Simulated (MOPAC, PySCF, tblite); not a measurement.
Dissociation curve of SMILES Cl[SiH2]Cl (H₂Cl₂Si). The Si2–H5 bond (Si2 also carries Cl, Cl, H; H5 carries nothing else) is varied alone, starting from the PBE0/def2-TZVP optimised geometry.

Levels: UKS-PBE = unrestricted PBE/cc-pVDZ in PySCF; GFN2-xTB, 300 K electronic temperature (tblite); RHF/3-21G = restricted Hartree-Fock/3-21G (PySCF); AM1, restricted, heats of formation (MOPAC); UKS-B3LYP/LANL2DZ = unrestricted B3LYP/LANL2DZ, with its core potentials past Ne (PySCF).

Energies are in kcal/mol, each relative to the lowest point of its own curve near equilibrium.

| R / Å | UKS-PBE | GFN2-xTB | RHF/3-21G | AM1 | UKS-B3LYP/LANL2DZ |
|---|---|---|---|---|---|
| 1.10 | 59.0 | 81.9 | 57.6 | 37.3 | 55.4 |
| 1.19 | 30.4 | 33.4 | 28.2 | 19.6 | 27.3 |
| 1.25 | 17.9 | 16.3 | 15.7 | 11.2 | 15.4 |
| 1.31 | 9.4 | 6.7 | 7.4 | 5.4 | 7.5 |
| 1.40 | 2.2 | 0.6 | 1.2 | 0.7 | 1.3 |
| 1.42 | 1.4 | 0.1 | 0.5 | 0.3 | 0.7 |
| 1.48 | 0.0 | 0.0 | 0.0 | 0.0 | 0.0 |
| 1.54 | 0.2 | 1.2 | 1.1 | 1.1 | 0.8 |
| 1.57 | 0.8 | 2.2 | 2.1 | 2.1 | 1.7 |
| 1.62 | 2.3 | 4.1 | 4.3 | 4.2 | 3.7 |
| 1.71 | 6.4 | 8.2 | 9.7 | 9.4 | 8.6 |
| 1.84 | 14.2 | 15.0 | 19.4 | 19.0 | 17.5 |
| 1.99 | 24.7 | 24.0 | 32.0 | 31.3 | 29.0 |
| 2.22 | 41.0 | 38.6 | 52.1 | 50.1 | 46.7 |
| 2.46 | 56.7 | 53.6 | 72.5 | 68.5 | 63.8 |
| 2.65 | 67.5 | 64.3 | 87.7 | 81.8 | 73.8 |
| 2.97 | 79.4 | 79.5 | 110.5 | 100.9 | 83.3 |
| 3.25 | 83.9 | 89.5 | 127.6 | 113.6 | 87.1 |
| 3.60 | 86.1 | 98.0 | 145.3 | 125.3 | 89.3 |
| 4.01 | 87.0 | 103.7 | 161.6 | 135.1 | 90.3 |
| 4.44 | 87.4 | 106.2 | 174.2 | 142.2 | 90.8 |
| 5.13 | 87.5 | 107.2 | 186.9 | 149.7 | — |

At the longest distance, 5.13 Å, RHF/3-21G lies highest above its minimum (186.9 kcal/mol) and UKS-PBE lowest (87.5 kcal/mol).

A dash means that the run gave no value there, or that the column was ended at a point which the program doubted or which failed a test of continuity chosen for this set; such a test can also cut sound points.

The unrestricted determinant behind UKS-PBE is spin-contaminated at 2.97 to 5.13 Å (<S²> up to 1.0, against 0.00 for a pure singlet). The restricted form behind RHF/3-21G, AM1 keeps the bonding electrons paired and can't separate into open-shell fragments. The unrestricted solution behind UKS-B3LYP/LANL2DZ changes between 4.44 and 5.13 Å, which can leave a kink. The unrestricted determinant behind UKS-B3LYP/LANL2DZ is spin-contaminated at 2.46 to 4.44 Å (<S²> up to 1.0, against 0.00 for a pure singlet).
